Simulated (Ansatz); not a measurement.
`C[Se][Al]([F])[F]` + H₂Se → `[F][Al]([F])[SeH]` + `C[SeH]` at 500 K and 1 bar (ligand exchange at the Al–Se bond).

Computed with Ansatz on PBE0-D4/def2-TZVP structures; ΔE is electronic, products minus reactants. CBS: MP2 limit from def2 TZ/QZ plus the TZ coupled-cluster correction, frozen cores. For Se outer-core shells are correlated without core-valence functions, which leaves a few kJ/mol of doubt a bond. Scalar relativity is left out up to krypton. One conformer a species, not always the lowest.

```json
{"species": "`C[Se][Al]([F])[F]`", "CCSD(T)/CBS energy (Eh)": "-2882.36734", "H − E (kJ/mol)": "159.8", "S (J/(mol·K))": "434.7"}
{"species": "H₂Se", "CCSD(T)/CBS energy (Eh)": "-2401.89790", "H − E (kJ/mol)": "53.1", "S (J/(mol·K))": "237.8"}
{"species": "`[F][Al]([F])[SeH]`", "CCSD(T)/CBS energy (Eh)": "-2843.11067", "H − E (kJ/mol)": "70.4", "S (J/(mol·K))": "372.6"}
{"species": "`C[SeH]`", "CCSD(T)/CBS energy (Eh)": "-2441.15625", "H − E (kJ/mol)": "142.1", "S (J/(mol·K))": "299.3"}
```

H − E and S are ideal-gas, rigid-rotor, harmonic terms from PBE0-D4/def2-TZVP, for one conformer and one mirror image of each species. 1 Eh = 2625.50 kJ/mol, R = 8.31446 J/(mol·K).

Task: By hand: ΔE, ΔH, ΔS and ΔG.

Result: ΔE = (-2843.11067) + (-2441.15625) − (-2882.36734) − (-2401.89790) = -0.00168 Eh = -4.4 kJ/mol. Δ(H − E) = 70.4 + 142.1 − 159.8 − 53.1 = -0.4, so ΔH = -4.8 kJ/mol. ΔS = 372.6 + 299.3 − 434.7 − 237.8 = -0.6 J/(mol·K). ΔG = -4.8 − 500 × (-0.6)/1000 = -4.5 kJ/mol.

Task: By hand: the equilibrium constant, and the temperature at which ΔG would vanish if ΔH and ΔS stayed fixed.

Result: log₁₀ K = −ΔG/(RT ln 10) = 0.5. ΔG = 0 at ΔH/ΔS = 8000 K, far beyond where these terms or the molecules hold.

The number of gas molecules stays the same, so ΔS is small and ΔH decides. The sign of ΔG lies within the doubt. A doubt of 5 kJ/mol in ΔE shifts log₁₀ K by 0.5 here. Other conformers and mirror images would add mixing entropy, several J/(mol·K) or more a flexible species. Modes under 60 cm⁻¹, often nearly free rotors, make the harmonic entropy too high. These are equilibria of isolated gas molecules and say nothing of rates. Largest T1 diagnostic: 0.011 (customary marks: 0.02 for closed shells, 0.045 for open ones).
